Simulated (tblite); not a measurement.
C6H11O (doublet state).
Atom-mapped SMILES: `[OH:1][CH:2][CH:3]1[CH2:4][CH2:5][CH2:6][CH2:7]1` (hydrogens: H8 on O1; H9 on C2; H10 on C3; H11, H12 on C4; H13, H14 on C5; H15, H16 on C6; H17, H18 on C7)

Cartesian coordinates in Å at the GFN2-xTB level; atoms count from 1:
```
atom  x, y, z in Å
O1     3.0500   -0.0178   -0.7585
C2     1.9242    0.5835   -0.2441
C3     0.6506   -0.1478   -0.2974
C4    -0.4746    0.6038   -1.0392
C5    -1.7624   -0.0977   -0.6028
C6    -1.4572   -0.7324    0.7682
C7    -0.0017   -0.3797    1.0821
H8     3.8083    0.5651   -0.6605
H9     2.0093    1.5595    0.1997
H10    0.8320   -1.1095   -0.7837
H11   -0.3341    0.5869   -2.1185
H12   -0.4767    1.6439   -0.7097
H13   -2.5934    0.6048   -0.5459
H14   -2.0325   -0.8699   -1.3232
H15   -1.5795   -1.8144    0.7179
H16   -2.1272   -0.3606    1.5428
H17    0.0506    0.5481    1.6537
H18    0.5056   -1.1594    1.6475
```

All values are computed: GFN2-xTB (tblite) harmonic vibrations without scaling, gas phase. The method is semi-empirical: single wavenumbers can be off by several per cent or more. One conformer, not necessarily the lowest. Open shells enter through the occupations alone, without spin polarisation, and single modes of such species can be off by tens of per cent. The optimisation stopped once no atom felt more than 0.01 eV/Å.

Lowest wavenumbers of the output (negative numbers stand for imaginary wavenumbers):
```
mode    cm-1
  1     -69.7
  2     -42.3
  3     126.7
  4     155.8
  5     258.4
  6     309.8
  7     342.5
  8     435.0
  9     552.3
 10     620.6
```

**Question.** Is this structure a minimum?

**Answer.** No. 2 modes are imaginary beyond 20i (70i and 42i cm⁻¹), so at this level the point lies at or near a saddle of order 2.

**Question.** Which atoms move in the imaginary modes?

**Answer.** 70i: O1 (oxygen bonded to C and H) 37 %, C2 (carbon bonded to C, O and H) 30 %; 42i: C6 (carbon bonded to 2 C and 2 H) 15 %, C5 (carbon bonded to 2 C and 2 H) 15 %, H16 (hydrogen on carbon) 11 %, H13 (hydrogen on carbon) 11 %. These are shares of the mass-weighted motion.

**Question.** What is the remedy?

**Answer.** Step along such a mode in both directions, optimise again with tighter thresholds and repeat the frequencies. The zero-point energy of this point (97.9 kcal/mol) counts the 46 real modes alone, and thermal corrections from it aren't those of a minimum.
